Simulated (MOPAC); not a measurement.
MOPAC input (AM1):

```
AM1 FORCE THERMO(298,298) PRECISE LET CHARGE=1 GEO-OK AUX(PRECISION=9) THREADS=1
H6BN2O

N     0.15920028 1    1.42533578 1   -0.14371164 1
B     0.26956863 1    0.11846858 1    0.13211946 1
N     1.03475594 1   -0.83400814 1    0.65873030 1
O    -1.14073833 1   -0.72334073 1   -0.50522083 1
H    -0.71221368 1    1.88119781 1   -0.19716383 1
H     0.98562272 1    1.95176562 1   -0.29052020 1
H     0.87830724 1   -1.78623090 1    0.44153208 1
H     1.67393314 1   -0.59996125 1    1.37854143 1
H    -1.28348789 1   -0.45410380 1   -1.43226805 1
H    -1.93113599 1   -0.43871792 1   -0.01097380 1
```

Output:

```
 *******************************************************************************
 **                                                                           **
 **                              MOPAC v23.2.5                                **
 **                                                                           **
 *******************************************************************************
 ** MOPAC's Digital Object Identifier: https://doi.org/10.5281/zenodo.6511958 **
 **                                                                           **
 ** Please cite the open-source release paper for use of this MOPAC version:  **
 ** J. E. Moussa and J. J. P. Stewart (2026)                                  **
 ** MOPAC: An open-source semiempirical molecular orbital program             **
 ** J. Open Source Softw., 11(119), 8025, https://doi.org/10.21105/joss.08025 **
 *******************************************************************************

                              AM1 CALCULATION RESULTS

 *******************************************************************************
 *  AM1        - The AM1 Hamiltonian to be used
 *  GEO-OK     - OVERRIDE INTERATOMIC DISTANCE AND OTHER SAFETY CHECKS
 *
 *
 *
 *                 CHARGE ON SYSTEM = +1
 *
 *
 *
 *  LET        - OVERRIDE SOME SAFETY CHECKS
 *  PRECISE    - TIGHTER CRITERIA TO BE USED
 *  FORCE      - FORCE CALCULATION SPECIFIED
 *  AUX        - OUTPUT AUXILIARY INFORMATION
 *  THERMO     - THERMODYNAMIC QUANTITIES TO BE CALCULATED
 *******************************************************************************
AM1 FORCE THERMO(298,298) PRECISE LET CHARGE=1 GEO-OK AUX(PRECISION=9) THREADS=1
 H6BN2O

   ATOM   CHEMICAL          X               Y               Z
  NUMBER   SYMBOL      (ANGSTROMS)     (ANGSTROMS)     (ANGSTROMS)

     1       N          0.15920028  *   1.42533578  *  -0.14371164  *
     2       B          0.26956863  *   0.11846858  *   0.13211946  *
     3       N          1.03475594  *  -0.83400814  *   0.65873030  *
     4       O         -1.14073833  *  -0.72334073  *  -0.50522083  *
     5       H         -0.71221368  *   1.88119781  *  -0.19716383  *
     6       H          0.98562272  *   1.95176562  *  -0.29052020  *
     7       H          0.87830724  *  -1.78623090  *   0.44153208  *
     8       H          1.67393314  *  -0.59996125  *   1.37854143  *
     9       H         -1.28348789  *  -0.45410380  *  -1.43226805  *
    10       H         -1.93113599  *  -0.43871792  *  -0.01097380  *

          CARTESIAN COORDINATES

    NO.       ATOM           X           Y           Z

     1         N          0.1592      1.4253     -0.1437
     2         B          0.2696      0.1185      0.1321
     3         N          1.0348     -0.8340      0.6587
     4         O         -1.1407     -0.7233     -0.5052
     5         H         -0.7122      1.8812     -0.1972
     6         H          0.9856      1.9518     -0.2905
     7         H          0.8783     -1.7862      0.4415
     8         H          1.6739     -0.6000      1.3785
[...]

 VIBRATION         20   20A           ATOM PAIR      ENERGY CONTRIBUTION    RADIAL
 FREQUENCY          3425.33         O  4 -- H 10         +56.3% ( 73.5%)     98.7%
 TRANSITION DIPOLE   1.0934         O  4 -- H  9         +42.6% ( 63.9%)     97.4%
 TRAVEL (Ang.)       0.2009         N  3 -- H  8          +0.5% (  7.1%)     99.9%
 REDUCED MASS        0.4876         N  1 -- H  6          +0.3% (  5.2%)     98.4%
 EFFECTIVE MASS      1.2364
 FORCE CONSTANT      3.3708

 VIBRATION         21   21A           ATOM PAIR      ENERGY CONTRIBUTION    RADIAL
 FREQUENCY          3473.10         N  3 -- H  8         +62.6% ( 80.7%)     99.5%
 TRANSITION DIPOLE   0.9117         N  1 -- H  6         +23.8% ( 49.7%)     99.9%
 TRAVEL (Ang.)       0.2026         N  3 -- H  7         +11.7% ( 34.8%)     91.1%
 REDUCED MASS        0.4729         N  1 -- H  5          +1.0% ( 10.1%)     73.8%
 EFFECTIVE MASS      1.5112
 FORCE CONSTANT      3.3611

 VIBRATION         22   22A           ATOM PAIR      ENERGY CONTRIBUTION    RADIAL
 FREQUENCY          3480.29         N  1 -- H  6         +66.8% ( 83.2%)     99.8%
 TRANSITION DIPOLE   1.6266         N  3 -- H  8         +15.1% ( 39.6%)     98.3%
 TRAVEL (Ang.)       0.1979         N  3 -- H  7         +12.2% ( 35.6%)     97.3%
 REDUCED MASS        0.4948         N  1 -- H  5          +4.6% ( 21.9%)     80.4%
 EFFECTIVE MASS      1.5160
 FORCE CONSTANT      3.5311

 VIBRATION         23   23A           ATOM PAIR      ENERGY CONTRIBUTION    RADIAL
 FREQUENCY          3505.92         N  3 -- H  7         +75.4% ( 86.0%)     99.3%
 TRANSITION DIPOLE   1.3480         N  3 -- H  8         +18.8% ( 42.9%)     87.8%
 TRAVEL (Ang.)       0.1823         N  1 -- H  5          +3.9% ( 19.6%)     98.8%
 REDUCED MASS        0.5789         N  1 -- H  6          +1.3% ( 11.1%)     96.0%
 EFFECTIVE MASS      1.2544
 FORCE CONSTANT      4.1922

 VIBRATION         24   24A           ATOM PAIR      ENERGY CONTRIBUTION    RADIAL
 FREQUENCY          3541.60         N  1 -- H  5         +91.5% ( 95.2%)     99.9%
 TRANSITION DIPOLE   0.9277         N  1 -- H  6          +5.1% ( 22.5%)     48.6%
 TRAVEL (Ang.)       0.1552         N  3 -- H  7          +1.7% ( 13.0%)     98.1%
 REDUCED MASS        0.7904         N  3 -- H  8          +0.8% (  9.1%)     91.3%
 EFFECTIVE MASS      1.3179
 FORCE CONSTANT      5.8408

      SYMMETRY NUMBER FOR POINT-GROUP C1  =  1

          SYSTEM IS A GROUND STATE

 H6BN2O

          MOLECULE IS NOT LINEAR

          THERE ARE 24 GENUINE VIBRATIONS IN THIS SYSTEM
          THIS THERMODYNAMICS CALCULATION IS LIMITED TO
          MOLECULES WHICH HAVE NO INTERNAL ROTATIONS

                    CALCULATED THERMODYNAMIC PROPERTIES
                                          *
   TEMP. (K)   PARTITION FUNCTION   H.O.F.    ENTHALPY  HEAT CAPACITY ENTROPY
                                   KCAL/MOL   CAL/MOLE    CAL/K/MOL  CAL/K/MOL

 298.00  VIB.     0.9625D+01                  2073.2888    15.1969    11.4571
         ROT.     0.5083D+05                   888.2803     2.9808    24.5145
         INT.     0.4892D+06                  2961.5691    18.1777    35.9717
         TRA.     0.4591D+27                  1480.4672     4.9680    38.2360
         TOT.                       40.188    4442.0363    23.1457    74.2077

   *: NOTE: HEATS OF FORMATION ARE RELATIVE TO THE
            ELEMENTS IN THEIR STANDARD STATE AT 298K
              (=  Standard Enthalpy of Formation).

            Hvib:  Zero-point energy is not included.
                   frequencies of less than zero cm-1 are not included.
            Hrot = (3/2)RT
            Htra = (3/2)RT + pV = (5/2)RT

            Heat capacity is Cp, not Cv

          For more information, see: HTTP://OpenMOPAC.net/Manual/thermochemistry.html

           FORCE CONSTANT IN CARTESIAN COORDINATES (Millidynes/A)

    ATOM   CHEMICAL       X               Y               Z
   NUMBER   SYMBOL  FORCE CONSTANT  FORCE CONSTANT  FORCE CONSTANT

      1       N       13.172770        9.113882        2.698970
      2       B       14.778065        4.575211        1.984435
      3       N       12.569090       10.407689        2.214762
      4       O        3.627208        5.989964        8.133111
      5       H        2.649621        4.153911        1.223565
      6       H        2.303370        4.287945        1.232478
      7       H        5.503465        1.732795        0.733375
      8       H        0.919520        5.678329        1.213626
      9       H        1.599564        1.950158        4.086968
     10       H        0.686450        2.000320        4.955938

 **********************
 *                    *
 * JOB ENDED NORMALLY *
 *                    *
 **********************

 == MOPAC DONE ==
```

The dipole moment of an ion depends on the origin.
